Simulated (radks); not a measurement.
Results of a calculation; reference values are marked as such.
Problem. Radial electron density D(r) = 4 pi r^2 rho(r) of an atom or ion with 23 electrons. Code: a radial shooting solver on a logarithmic mesh with Libxc functionals. Model: Dirac Kohn-Sham, PBE, spin-unpolarised, spherical densities, point nucleus.

```
   r/bohr * D(r) (the largest magnitude, 29.7, reaches the edge; | marks zero)
 0.003747 | *
 0.004919 |   *
 0.006508 |     *
 0.008543 |         *
  0.01121 |              *
  0.01472 |                     *
  0.01932 |                             *
  0.02536 |                                      *
  0.03355 |                                              *
  0.04404 |                                                  *
  0.05781 |                                                *
  0.07587 |                                          *
  0.09959 |                                      *
   0.1307 |                                         *
    0.173 |                                                   *
    0.227 |                                                      *
    0.298 |                                           *
   0.3911 |                        *
   0.5134 |               *
   0.6739 |                  *
   0.8846 |                   *
     1.17 |            *
    1.536 |    *
    2.016 |  *
    2.647 |  *
    3.474 | *
     4.56 |*
    6.033 *
    7.919 *
    10.39 *
```

What is the nuclear charge?

Solution. Z = 23. The innermost maximum, from 1s, lies near gamma/Z bohr with gamma = sqrt(1 - (Z/c)^2) = 0.986, here 0.0429 bohr (found: 0.0458), and its height grows with Z. The density is that of neutral vanadium in [Ar] 3d1 4s2 4p2; the configuration itself is not fixed sharply by these data, and Z only to about a unit. D(r) has 3 maxima, at r = 0.0458, 0.213, 0.797 bohr, and minima at 0.103, 0.530 bohr, inside which lie 2.13, 10.43 electrons.
